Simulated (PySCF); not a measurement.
Gas-phase reaction: InH + 3 HF = InF3 + 2 H2

Energies from PySCF, thermal terms from the rigid-rotor harmonic-oscillator model, ideal gas at 1 bar. † marks an energy on the PBE0/def2-TZVP geometry and frequencies. CCSD(T) freezes the core. All species are closed-shell singlets. In: scalar-relativistic def2 core potential, no spin-orbit coupling. InH: computed as isolated molecules; such fragments, hydroxides, amides, oligomers or adducts are transient or little studied in the gas. CCSD(T) isn't extrapolated to the basis-set limit; its ΔH°(298 K) is -135.6 kJ in def2-SVP and -111.4 kJ in def2-TZVPP. The harmonic model lacks anharmonicity and excited electronic states, which grow with temperature; levels with a mode under 35 cm⁻¹ are left out.

```csv
level,"ΔE electronic, kJ","ΔH°(298 K), kJ","ΔS°(298 K), J/K","ΔG°(1600 K), kJ"
CCSD(T)/def2-SVP†,-118,-136,-158,95
CCSD(T)/def2-TZVPP†,-94,-111,-158,119
PBE0/def2-QZVP†,-93,-110,-158,120
ωB97M-V/def2-TZVP†,-128,-146,-158,84
ωB97X-V/def2-TZVP†,-150,-168,-158,63
```
ΔH° is lowest at ωB97X-V/def2-TZVP† and highest at PBE0/def2-QZVP†. No reference value is set beside these.
